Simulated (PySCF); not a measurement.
Isomers of C7H12BF.

All values: PBE0/def2-SVPD (PySCF) at PBE0-D3(BJ)/def2-SVP geometries, gas phase, one conformer each. Core orbitals are frozen in the response; Δα² is half the sum of the squared differences of the principal polarisabilities.

(1) Rank by HOMO energy, lowest first.
A. `[CH2:1]=[CH:2][CH2:3][C@@H:4]1[CH2:5][BH:6][CH2:7][C@@H:8]1[F:9]` with C1–C2–C3–C4 -112°, C2–C3–C4–C5 -174°, C3–C4–C5–B6 -154°, C4–C5–B6–C7 9°, C5–B6–C7–C8 14°, B6–C7–C8–F9 83°
B. `[BH2:1][C@@H:2]1[C@@H:3]([F:4])[C@H:5]2[CH2:6][C@@H:7]1[C@@H:8]2[CH3:9]` with H–B1–C2–C3 -37° and 147°
C. `[CH2:1]=[CH:2][C@@H:3]1[BH:4][CH2:5][C@@H:6]([F:7])[C@H:8]1[CH3:9]` with C1–C2–C3–B4 -112°, C2–C3–B4–C5 -143°, C3–B4–C5–C6 -12°, B4–C5–C6–F7 -85°, C5–C6–C8–C9 -166°
D. `[CH3:1]/[C:2](=[CH:3]/[F:4])[C@H:5]1[BH:6][CH2:7][CH2:8][CH2:9]1` with C1–C2–C5–B6 -63°, C2–C5–B6–C7 148°, C5–B6–C7–C8 10°, B6–C7–C8–C9 -30°, C7–C8–C9–C5 39°

(2) Rank by vertical ionisation energy (ΔSCF), lowest first.
A. `[CH2:1]=[CH:2][CH2:3][C@@H:4]1[CH2:5][BH:6][CH2:7][C@H:8]1[F:9]` with C1–C2–C3–C4 -117°, C2–C3–C4–C5 -64°, C3–C4–C5–B6 -155°, C4–C5–B6–C7 11°, C5–B6–C7–C8 13°, B6–C7–C8–F9 -154°
B. `[BH2:1][C@@H:2]1[C@@H:3]([F:4])[C@H:5]2[CH2:6][C@@H:7]1[C@@H:8]2[CH3:9]` with H–B1–C2–C3 -37° and 147°
C. `[BH2:1][C@@H:2]1[CH2:3][CH2:4][CH:5]=[CH:6][C@@:7]1([CH3:8])[F:9]` with H–B1–C2–C3 -30° and 155°, B1–C2–C3–C4 161°, C2–C3–C4–C5 41°, C3–C4–C5–C6 -13°, C5–C6–C7–C8 110°
D. `[CH3:1]/[C:2](=[CH:3]/[F:4])[C@H:5]1[BH:6][CH2:7][CH2:8][CH2:9]1` with C1–C2–C5–B6 -63°, C2–C5–B6–C7 148°, C5–B6–C7–C8 10°, B6–C7–C8–C9 -30°, C7–C8–C9–C5 39°
E. `[CH2:1]=[CH:2][C@@H:3]1[BH:4][CH2:5][C@@H:6]([F:7])[C@H:8]1[CH3:9]` with C1–C2–C3–B4 -112°, C2–C3–B4–C5 -143°, C3–B4–C5–C6 -12°, B4–C5–C6–F7 -85°, C5–C6–C8–C9 -166°

(3) Rank by mean static polarisability, lowest first.
A. `[BH2:1][C@@H:2]1[CH2:3][CH2:4][CH:5]=[CH:6][C@:7]1([CH3:8])[F:9]` with H–B1–C2–C3 154° and -31°, B1–C2–C3–C4 169°, C2–C3–C4–C5 48°, C3–C4–C5–C6 -18°, C5–C6–C7–C8 -133°
B. `[CH3:1]/[C:2](=[CH:3]\[F:4])[C@@H:5]1[BH:6][CH2:7][CH2:8][CH2:9]1` with C1–C2–C5–B6 59°, C2–C5–B6–C7 -146°, C5–B6–C7–C8 -10°, B6–C7–C8–C9 30°, C7–C8–C9–C5 -39°
C. `[BH2:1][C@@H:2]1[C@@H:3]([F:4])[C@H:5]2[CH2:6][C@@H:7]1[C@@H:8]2[CH3:9]` with H–B1–C2–C3 -37° and 147°
D. `[CH2:1]=[C:2]1[CH2:3][C@@H:4]([B:5]([CH3:6])[CH3:7])[C@@H:8]1[F:9]` with C3–C4–B5–C6 142°, C1–C2–C3–C4 -151°, C2–C3–C4–B5 -146°, C3–C4–C8–F9 137°, C1–C2–C8–C4 151°

## Answers

(1) B (-8.43 eV), A (-7.39 eV), C (-7.17 eV), D (-6.70 eV).

(2) D (8.59 eV), E (9.04 eV), C (9.28 eV), A (9.43 eV), B (10.21 eV).

(3) C (13.57 Å³), A (14.02 Å³), B (14.25 Å³), D (14.54 Å³).

All values together:

```
                                 SMILES  μ (D)  HOMO (eV)  LUMO (eV)  α (Å³)  Δα (Å³)  ΔSCF removal energy (eV)
                 C=CC[C@@H]1CBC[C@@H]1F   1.81      -7.39      -0.93   14.15     4.66                      9.33
          C=C[C@@H]1BC[C@@H](F)[C@@H]1C   1.92      -7.44      -1.15   14.34     4.49                      9.29
                  C=CC[C@@H]1CBC[C@H]1F   1.64      -7.45      -1.07   14.29     5.42                      9.43
                    F/C=C/[C@@H]1CBCCC1   1.77      -7.19      -0.84   14.15     5.21                      9.18
                B[C@@H]1CCC=C[C@@]1(C)F   2.37      -7.38      -1.32   14.01     4.08                      9.28
                   C/C(=C/F)[C@H]1BCCC1   1.68      -6.70      -0.82   14.27     4.32                      8.59
                 B[C@@H]1CCC=C[C@]1(C)F   2.37      -7.48      -1.35   14.02     4.48                      9.43
           C=C[C@@H]1BC[C@@H](F)[C@H]1C   1.75      -7.17      -1.11   14.29     4.60                      9.04
             C=C1C[C@@H](B(C)C)[C@@H]1F   1.96      -7.37      -0.53   14.54     6.43                      9.29
B[C@@H]1[C@@H](F)[C@H]2C[C@@H]1[C@@H]2C   1.86      -8.43      -1.49   13.57     2.32                     10.21
                  C/C(=C\F)[C@@H]1BCCC1   2.07      -6.70      -0.92   14.25     4.45                      8.60
```

Conformers: `[CH2:1]=[CH:2][CH2:3][C@@H:4]1[CH2:5][BH:6][CH2:7][C@@H:8]1[F:9]` with C1–C2–C3–C4 -112°, C2–C3–C4–C5 -174°, C3–C4–C5–B6 -154°, C4–C5–B6–C7 9°, C5–B6–C7–C8 14°, B6–C7–C8–F9 83°; `[CH2:1]=[CH:2][C@@H:3]1[BH:4][CH2:5][C@@H:6]([F:7])[C@@H:8]1[CH3:9]` with C1–C2–C3–B4 -74°, C2–C3–B4–C5 -100°, C3–B4–C5–C6 7°, B4–C5–C6–F7 -149°, C5–C6–C8–C9 166°; `[CH2:1]=[CH:2][CH2:3][C@@H:4]1[CH2:5][BH:6][CH2:7][C@H:8]1[F:9]` with C1–C2–C3–C4 -117°, C2–C3–C4–C5 -64°, C3–C4–C5–B6 -155°, C4–C5–B6–C7 11°, C5–B6–C7–C8 13°, B6–C7–C8–F9 -154°; `[F:1]/[CH:2]=[CH:3]/[C@@H:4]1[CH2:5][BH:6][CH2:7][CH2:8][CH2:9]1` with C2–C3–C4–C5 1°, C3–C4–C5–B6 -166°, C4–C5–B6–C7 21°, C5–B6–C7–C8 -20°, B6–C7–C8–C9 38°; `[BH2:1][C@@H:2]1[CH2:3][CH2:4][CH:5]=[CH:6][C@@:7]1([CH3:8])[F:9]` with H–B1–C2–C3 -30° and 155°, B1–C2–C3–C4 161°, C2–C3–C4–C5 41°, C3–C4–C5–C6 -13°, C5–C6–C7–C8 110°; `[CH3:1]/[C:2](=[CH:3]/[F:4])[C@H:5]1[BH:6][CH2:7][CH2:8][CH2:9]1` with C1–C2–C5–B6 -63°, C2–C5–B6–C7 148°, C5–B6–C7–C8 10°, B6–C7–C8–C9 -30°, C7–C8–C9–C5 39°; `[BH2:1][C@@H:2]1[CH2:3][CH2:4][CH:5]=[CH:6][C@:7]1([CH3:8])[F:9]` with H–B1–C2–C3 154° and -31°, B1–C2–C3–C4 169°, C2–C3–C4–C5 48°, C3–C4–C5–C6 -18°, C5–C6–C7–C8 -133°; `[CH2:1]=[CH:2][C@@H:3]1[BH:4][CH2:5][C@@H:6]([F:7])[C@H:8]1[CH3:9]` with C1–C2–C3–B4 -112°, C2–C3–B4–C5 -143°, C3–B4–C5–C6 -12°, B4–C5–C6–F7 -85°, C5–C6–C8–C9 -166°; `[CH2:1]=[C:2]1[CH2:3][C@@H:4]([B:5]([CH3:6])[CH3:7])[C@@H:8]1[F:9]` with C3–C4–B5–C6 142°, C1–C2–C3–C4 -151°, C2–C3–C4–B5 -146°, C3–C4–C8–F9 137°, C1–C2–C8–C4 151°; `[BH2:1][C@@H:2]1[C@@H:3]([F:4])[C@H:5]2[CH2:6][C@@H:7]1[C@@H:8]2[CH3:9]` with H–B1–C2–C3 -37° and 147°; `[CH3:1]/[C:2](=[CH:3]\[F:4])[C@@H:5]1[BH:6][CH2:7][CH2:8][CH2:9]1` with C1–C2–C5–B6 59°, C2–C5–B6–C7 -146°, C5–B6–C7–C8 -10°, B6–C7–C8–C9 30°, C7–C8–C9–C5 -39°.

**Question.** By how much does the ΔSCF value exceed −ε(HOMO) over the species that have both?

**Answer.** By 1.79 to 1.99 eV, 1.91 eV on average, over 11 species.
